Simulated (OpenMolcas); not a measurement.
**Tm II: from CASSCF to CASPT2**

```json
{
 "Program": "OpenMolcas",
 "Basis": "ANO-RCC-VDZP [7s6p4d2f1g]",
 "Scalar Hamiltonian": "DKH2, point nucleus",
 "Active space": "14 electrons in 8 orbitals (4f 6s)",
 "State averaging": "2S+1 = 3 odd, 7 roots; 2S+1 = 1 odd, 7 roots kept (CI in the orbitals of an earlier block)",
 "Spin-orbit coupling": "RASSI with atomic mean-field integrals over the reference wave functions, term energies averaged over their components"
}
```

Methods on the same reference wave functions:
A. CASSCF
B. SS-CASPT2, IPEA 0.25 Eh, imaginary shift 0.1 Eh (closed shells correlated: 5s 5p)

Energies in cm⁻¹ above 4f¹³ 6s ³F°₄, the measured ground level; measured values from NIST Handbook of Basic Atomic Spectroscopic Data.

```json
{"Level": "4f¹³ 6s ³F°₄", "A": "0.0", "B": "0.0", "Measured": "0.0"}
{"Level": "4f¹³ 6s ¹F°₃ [54 %]", "A": "308", "B": "206", "Measured": ""}
{"Level": "4f¹³ 6s ³F°₂", "A": "8828", "B": "8830", "Measured": "8770"}
{"Level": "4f¹³ 6s ³F°₃ [54 %]", "A": "9074", "B": "8990", "Measured": ""}
```

The lowest spin-free term lies below A's lowest term by 1.039 hartree in B.

CASPT2 breaks the degeneracy within a term, and the mean is taken; among the terms shown or strongly mixed into the levels shown the widest spread is 75 cm-1 (4f¹³ 6s ¹F°, B). Terms from blocks run as CI alone lack orbitals of their own. Without dynamic correlation excited terms often stand tens of per cent too high (terms of higher spin than the ground term too low), and those without a measured partner can miss by more than the paired ones (holds for A). Only configurations of the active space appear.

A share in square brackets marks a mixed level and gives the weight of the term that names it, the lowest over the columns. ° marks odd parity.
